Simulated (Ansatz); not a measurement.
A nudged elastic band was laid between two geometries of Cl2Zn + H3Si (7 atoms, charge 0, multiplicity 2).

The calculation used UKS PBE0-D4/def2-SVP (Ansatz 0.2.0).

```
movable images  : 7
climbing image  : yes
spring          : 5.0 eV/Å²
optimiser       : quadratic models (default)
start path      : through a guess of the saddle point
force threshold : 0.05 eV/Å
iteration limit : 60
end points      : relaxed
```

Image 0:

```xyz
7
Properties=species:S:1:pos:R:3
Zn 0.000 0.000 -0.422
Cl 0.000 0.000 1.680
Cl 0.000 0.000 -2.519
Si 0.000 0.000 5.320
H -0.769 -1.197 5.778
H 1.421 -0.067 5.778
H -0.652 1.264 5.778
```

Image 8:

```xyz
7
Properties=species:S:1:pos:R:3
Zn 0.000 0.000 -0.464
Cl 0.000 0.000 2.953
Cl 0.000 0.000 -2.633
Si 0.000 0.000 5.032
H -0.763 -1.188 5.502
H 1.410 -0.067 5.502
H -0.647 1.254 5.502
```

(1) What changes between the two ends?

(2) What energy profile does the band end with?

(3) What is the geometry of the highest image?

(4) What are the harmonic wavenumbers there?

The band took 6 iterations and about 7 core-minutes.

Results:

(1) Bonds broken: Zn1–Cl2. Bonds formed: Cl2–Si4. Cl2Zn + H3Si becomes ClH3Si + ClZn.

(2) The run converged. The highest image is number 4 of 0 to 8, 0.243 eV above the first end and 0.471 eV above the last; the last end lies 0.227 eV below the first. A vibrational analysis at the climbing image gives one clearly imaginary mode, 254i cm⁻¹: a first-order saddle point.

```tsv
image	path coordinate (Å)	energy (eV)	Zn1–Cl2 (Å)	Cl2–Si4 (Å)
0	0.00	0.000	2.10	3.64
1	0.34	0.008	2.10	3.38
2	0.68	0.042	2.11	3.13
3	1.03	0.120	2.13	2.87
4	1.37	0.243	2.28	2.50
5	1.67	-0.019	2.61	2.17
6	1.96	-0.157	2.92	2.09
7	2.26	-0.216	3.17	2.08
8	2.56	-0.227	3.42	2.08
```

(3) 
```xyz
7
Properties=species:S:1:pos:R:3
Zn 0.000 0.000 0.115
Cl 0.000 0.000 2.393
Cl 0.000 0.000 -2.021
Si 0.000 0.000 4.891
H -0.769 -1.197 5.338
H 1.421 -0.067 5.338
H -0.653 1.265 5.338
```

(4) 254i, 16, 16, 83, 83, 196, 316, 316, 419, 746, 927, 927, 2219, 2259, 2259 cm⁻¹.

Time of the run: 110 s on 4 threads of Arm Neoverse V2, with other jobs on the host, peak memory 0.36 GiB.
